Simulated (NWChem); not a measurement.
System meant: CH₃CdClS; SMILES [S](C)[Cd][Cl]

NWChem input:

```
start job
memory heap 200 mb stack 900 mb global 1100 mb
geometry units angstroms noautoz
  Cd     0.068450    -0.687059     0.000000
  Cl     0.233666    -2.972461     0.000000
  S     -0.070915     1.646813     0.000000
  C     -1.874439     1.946785     0.000000
  H     -2.365439     1.549293    -0.898762
  H     -1.995431     3.039468     0.000000
  H     -2.365439     1.549293     0.898762
end
basis spherical
  Cd library def2-svp
  Cl library def2-svp
  S library def2-svp
  C library def2-svp
  H library def2-svp
end
ecp
  Cd library def2-ecp
end
dft
  odft
  mult 2
  xc pbe0
  iterations 150
  mulliken
end
task dft energy
```

End of the output:

```
 Summary of "ao basis" -> "" (spherical)
 ------------------------------------------------------------------------------
       Tag                 Description            Shells   Functions and Types
 ---------------- ------------------------------  ------  ---------------------
 Cd                         def2-svp                11       31   5s3p2d1f
 Cl                         def2-svp                 8       18   4s3p1d
 S                          def2-svp                 8       18   4s3p1d
 C                          def2-svp                 6       14   3s2p1d
 H                          def2-svp                 3        5   2s1p

                                 NWChem DFT Module
                                 -----------------

 Summary of "ao basis" -> "ao basis" (spherical)
 ------------------------------------------------------------------------------
       Tag                 Description            Shells   Functions and Types
 ---------------- ------------------------------  ------  ---------------------
 Cd                         def2-svp                11       31   5s3p2d1f
 Cl                         def2-svp                 8       18   4s3p1d
 S                          def2-svp                 8       18   4s3p1d
 C                          def2-svp                 6       14   3s2p1d
 H                          def2-svp                 3        5   2s1p

      Symmetry analysis of basis
      --------------------------

        a'         66
        a"         30

  number of electrons :                   62
  multiplicity        :                    2
 ------------------------------------------------------------------------
  no. of electrons and multiplicity not compatible                  62
 ------------------------------------------------------------------------
 ------------------------------------------------------------------------
  current input line :
    29: task dft energy
 ------------------------------------------------------------------------
 ------------------------------------------------------------------------
 There is an error in the input file
 ------------------------------------------------------------------------
 For more information see the NWChem manual at https://nwchemgit.github.io

0: no. of electrons and multiplicity not compatible:Received an Error in Communication
```

Problem. Can this run be used? If not, why, and what is the fix?

Solution. The program refused the input. Cause: the multiplicity doesn't fit the number of electrons (an even count wants an odd multiplicity, and the reverse). This input runs:
```
start job
memory heap 200 mb stack 900 mb global 1100 mb
geometry units angstroms noautoz
  Cd     0.068450    -0.687059     0.000000
  Cl     0.233666    -2.972461     0.000000
  S     -0.070915     1.646813     0.000000
  C     -1.874439     1.946785     0.000000
  H     -2.365439     1.549293    -0.898762
  H     -1.995431     3.039468     0.000000
  H     -2.365439     1.549293     0.898762
end
basis spherical
  Cd library def2-svp
  Cl library def2-svp
  S library def2-svp
  C library def2-svp
  H library def2-svp
end
ecp
  Cd library def2-ecp
end
dft
  xc pbe0
  iterations 150
  mulliken
end
task dft energy
```
It converges to -1065.45852 Ha (PBE0/def2-SVP with def2 effective core potentials on Cd).
